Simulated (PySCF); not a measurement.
# A single-point calculation

OsO3F2 (singlet). PySCF 2.14.0, RKS CAM-B3LYP, Os def2-SVP with ECP60, O def2-SVP, F def2-SVP; non-relativistic Hamiltonian with scalar-relativistic core potentials where named; density fitting; no spin-orbit coupling. Purpose: singlet excitations, Tamm-Dancoff CAM-B3LYP.

```python
mol = gto.M(atom='''
Os    -0.00558    -0.00000     0.00000
O     -0.85905     0.00000     1.47439
O     -0.85905    -0.00000    -1.47439
O      1.69811     0.00000    -0.00000
F     -0.00473     1.88609    -0.00000
F     -0.00473    -1.88609     0.00000''',
    basis={'Os': 'def2-SVP', 'O': 'def2-SVP', 'F': 'def2-SVP'},
    ecp={'Os': 'def2-SVP'},
    charge=0, spin=0)
mf = dft.RKS(mol, xc='CAMB3LYP')
mf.grids.atom_grid = (50, 194)
mf = mf.density_fit()  # fitting sets: Os def2-universal-JKFIT, O def2-universal-JKFIT, F def2-universal-JKFIT
mf.conv_tol = 1e-08; mf.max_cycle = 55
mf.kernel(dm0)  # dm0: converged density of the relaxed state
td = mf.TDA(); td.nstates = 8; td.kernel()
```

Run from Python with OMP_NUM_THREADS=2; the lines above give its settings. Where DIIS fails, smearing, a level shift and second-order steps follow.
It took 38 s on 2 threads of Intel(R) Xeon(R) Platinum 8259CL CPU @ 2.50GHz (Skylake/Cascade Lake), with other jobs on the host, from an already converged density.

(1) Where do the frontier levels lie, over both spins?

(2) What are the Mulliken charges and spins?

(3) Which singlet excitations follow (Tamm-Dancoff, 8 states)?

The geometry was relaxed with B3LYP (Os def2-SVP with ECP60, O def2-SVP, F def2-SVP).

Answers

(1) HOMO -12.68 eV, LUMO -4.95 eV. 

(2) 
| atom | charge (e) | spin (e) |
| --- | --- | --- |
| Os1 | 1.419 | 0.000 |
| O2 | -0.245 | 0.000 |
| O3 | -0.245 | 0.000 |
| O4 | -0.245 | 0.000 |
| F5 | -0.342 | 0.000 |
| F6 | -0.342 | 0.000 |

(3) 
| state | eV | oscillator strength |
| --- | --- | --- |
| 1 | 3.22 | 0.0000 |
| 2 | 3.23 | 0.0000 |
| 3 | 3.55 | 0.0000 |
| 4 | 3.81 | 0.0000 |
| 5 | 3.82 | 0.0103 |
| 6 | 3.88 | 0.0001 |
| 7 | 3.88 | 0.0000 |
| 8 | 4.02 | 0.0000 |
